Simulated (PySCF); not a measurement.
# Excitation energy of Ce²⁺ by level of theory

Ce²⁺ [Xe] 4f2 (high-spin determinant) → Ce²⁺ [Xe] 4f1 6s1 (3F), as a difference of total energies. All numbers are calculated (PySCF 2.14, scalar relativity by spin-free X2C-1e, in x2c-TZVPPall (11s7p7d4f2g, 113 functions)). Correlated levels: valence: [Kr] 4d10 frozen; valence and next inner shell: [Ar] 3d10 frozen. The calculations carry no spin-orbit coupling.

| method | excitation energy (cm⁻¹) |
| --- | --- |
| UHF | 8785.3 |
| LDA | 27374 |
| PBE | 27550 |
| PBE0 | 24526 |
| r2SCAN | 29705 |
| MP2 (valence) | 12229 |
| SCS-MP2 (valence) | 11475 |
| MP2 (valence and next inner shell) | 12526 |
| SCS-MP2 (valence and next inner shell) | 11925 |

A first-order spin-orbit estimate (lowest level to lowest level, LS coupling) adds 0.062 eV.

The basis was made for the ground configuration and has no added diffuse functions, so the excitation energy can come out too high.

The determinant of the lower state mixes LS terms, which raises its energy above the lowest term, most at the Hartree-Fock and MP2 levels.
